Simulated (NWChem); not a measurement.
Au$_{2}$; SMILES [Au][Au]

```xyz
2

Au     0.0000     0.0000    -1.2699
Au     0.0000     0.0000     1.2699
```
Atoms are numbered in this order, from 1.

Level: PBE0/def2-SVP with def2 effective core potentials on Au (NWChem), optimised geometry, unscaled harmonic frequencies. def2 effective core potentials on Au; no spin-orbit coupling.

Q: List the harmonic frequencies with IR intensities, and the thermochemistry.

A: 
```json
[
 {"frequency (cm⁻¹)": "171", "IR intensity (km/mol)": "0.0"}
]
```

```yaml
zero_point_energy: 0.2 kcal/mol
thermal correction to the enthalpy at 298.15 K (with zero-point energy): 2.7 kcal/mol
heat capacity Cv: 6.8 cal/(mol K)
entropy at 298.15 K and 1 atm (symmetry number 2): 64.6 cal/(mol K)
```

Rigid rotor and harmonic oscillator.
